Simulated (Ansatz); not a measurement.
`CC(C)[O][GaH][OH]`. Charge 0, multiplicity 1. Geometry: relaxed with PBE0-D4/def2-TZVP. It is one conformer, not always the lowest.

```xyz
15

C    -0.083    1.655   -0.379
C    -0.156    0.579    0.690
C     1.223    0.161    1.169
O    -0.905   -0.533    0.249
Ga   -0.495   -1.597   -1.123
O    -1.717   -2.874   -1.323
H     0.406    2.556    0.000
H    -1.087    1.925   -0.715
H     0.490    1.303   -1.243
H    -0.708    0.985    1.548
H     1.822   -0.220    0.335
H     1.141   -0.623    1.925
H     1.762    1.006    1.606
H     0.724   -1.513   -2.071
H    -2.417   -2.810   -0.669
```

Task: What is the dipole moment at r2SCAN/def2-TZVPP? (Best estimate.)

Result: Ansatz gave: 1.93 D, with components (0.92, 1.54, 0.71) D in this frame, pointing from negative to positive charge.

Task: And with PBE, B3LYP, ωB97M-V? (Estimate.)

Result: Computed: PBE 1.85 D, B3LYP 1.99 D, ωB97M-V 1.99 D.

Task: Give the Mulliken charges with r2SCAN, ωB97M-V, B3LYP in def2-TZVPP. (An estimate is asked.)

Result: The calculation gave: 
```csv
atom,r2SCAN,ωB97M-V,B3LYP
C1,-0.19,-0.32,-0.28
C2,0.30,0.10,0.23
C3,-0.19,-0.32,-0.28
O4,-0.42,-0.40,-0.41
Ga5,0.46,0.45,0.47
O6,-0.44,-0.42,-0.43
H7,0.04,0.10,0.08
H8,0.06,0.12,0.10
H9,0.04,0.10,0.07
H10,0.00,0.08,0.05
H11,0.04,0.10,0.07
H12,0.06,0.12,0.10
H13,0.04,0.10,0.08
H14,-0.02,0.02,-0.03
H15,0.20,0.18,0.19
```

B3LYP here is the variant with VWN-RPA as its local correlation; programs differ in this.
